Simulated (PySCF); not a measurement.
# Sb: excitation energy

Sb [Kr] 4d10 5s2 5p3 (4S) → Sb [Kr] 4d10 5s1 5p4 (4P), as a difference of total energies. Calculation: PySCF 2.14, in aug-cc-pwCVTZ-PP with ECP28MDF (8s7p6d4f1g, 96 functions); scalar relativity through the core potential. Correlated levels: valence: 4s2 4p6 4d10 frozen; valence and next inner shell: nothing frozen outside the core potential. The calculations carry no spin-orbit coupling.

```json
{"method": "UHF", "excitation energy (cm⁻¹)": "59559"}
{"method": "LDA", "excitation energy (cm⁻¹)": "66036"}
{"method": "PBE", "excitation energy (cm⁻¹)": "64655"}
{"method": "PBE0", "excitation energy (cm⁻¹)": "63864"}
{"method": "r2SCAN", "excitation energy (cm⁻¹)": "62662"}
{"method": "TPSS", "excitation energy (cm⁻¹)": "63629"}
{"method": "PW91", "excitation energy (cm⁻¹)": "64793"}
{"method": "M06-L", "excitation energy (cm⁻¹)": "63712"}
{"method": "HSE06", "excitation energy (cm⁻¹)": "63998"}
{"method": "MP2 (valence)", "excitation energy (cm⁻¹)": "60127"}
{"method": "SCS-MP2 (valence)", "excitation energy (cm⁻¹)": "60215"}
{"method": "MP2 (valence and next inner shell)", "excitation energy (cm⁻¹)": "64802"}
{"method": "SCS-MP2 (valence and next inner shell)", "excitation energy (cm⁻¹)": "64026"}
```
